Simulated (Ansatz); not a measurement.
`ClC[CH2][GeH3]` + H₂O → `OC[CH2][GeH3]` + HCl  (formal hydrolysis of a C–Cl bond)

Program: Ansatz. Geometries: PBE0-D4/def2-TZVP. ΔE: electronic, gas phase. CCSD(T)/CBS is the MP2 limit (def2-TZVPP, def2-QZVPP) plus CCSD(T) − MP2 in def2-TZVPP, frozen cores. This one scheme is used for every species. Functionals use def2-TZVPP. B3LYP here is the variant with VWN-RPA as its local correlation; programs differ in this. For Ge outer-core shells are correlated without core-valence functions, which leaves a few kJ/mol of doubt a bond. Scalar relativity is left out up to krypton. Each species was taken in one conformer, which may not be the lowest.

CCSD(T)/CBS gives +28.9 kJ/mol.

**Question.** Another level gave +24.0 kJ/mol. Which?
A. B3LYP-D4/def2-TZVPP
B. B3LYP/def2-TZVPP
C. HF/def2-TZVPP
D. MP2/def2-TZVPP

**Answer.** A. B3LYP-D4 24.0, B3LYP 18.5, HF/def2-TZVPP 14.4, MP2/def2-TZVPP 29.8 kJ/mol.

Largest T1 diagnostic among the species: 0.011.

In def2-TZVPP, CCSD(T) changes the Hartree–Fock value by +8.7 kJ/mol (the triples alone add +2.2 kJ/mol) and MP2 by +15.4 kJ/mol. The D4 term adds +5.5 kJ/mol with B3LYP and +2.8 kJ/mol with PBE0; it sums over pairs of atoms, weighted by their polarisabilities, and B3LYP, whose exchange is more repulsive, gets the larger term.

CCSD(T)/CBS has its own doubt, a few kJ/mol and more with outer-core shells, so smaller differences from it don't rank the levels.
